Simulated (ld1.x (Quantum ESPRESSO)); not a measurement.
**Transferability test, PAW potential for B**

* Element: boron (B)
* Generator: ld1.x (Quantum ESPRESSO) 7.5
* Type: PAW
* Functional: PBE
* Relativity: non-relativistic
* Frozen core: [He]
* Valence charge: 3
* Reference configuration: 2s2 2p0 (charge +1)
* Partial waves: 2s (bound): rcut 1.55, rcutus 1.80 bohr; 2s channel at 1.05 Ry: rcut 1.55, rcutus 1.80 bohr; 2p (bound, empty): rcut 3.25, rcutus 3.85 bohr; 2p channel at -0.05 Ry: rcut 3.25, rcutus 3.85 bohr; 3d channel at 0.1 Ry: rc 4.00 bohr
* Local potential: the d channel
* Core correction: Bessel-smoothed model core inside 1.55 bohr
* Augmentation charge: PSQ, inside the norm-conserving radii

Energies are relative to the spin-unpolarised reference configuration 2s2 2p0; without spin polarisation the order of configurations can differ from experiment.

```
valence configuration  charge  ΔE all-electron (eV)  error AE − PS (meV)
              2s2 2p1       0                -8.222                 -3.2
              2s1 2p0      +2                25.415                 -4.8
            2s2 2p0.5    +0.5                -5.333                 -1.0
              2s1 2p1      +1                 6.133                  0.0
              2s1 2p2       0                -2.377                 -4.1
              2s0 2p3       0                 3.486                 -6.0
```

Question: What are ΔE and the potential's error for 2s2 2p1.3?

Answer: ΔE = -8.961 eV all-electron; the error (AE − PS) is -3.4 meV.

Levels in the configuration 2s1 2p0:

```csv
level,all-electron (eV),pseudo (eV)
2s,-31.466,-31.478
```
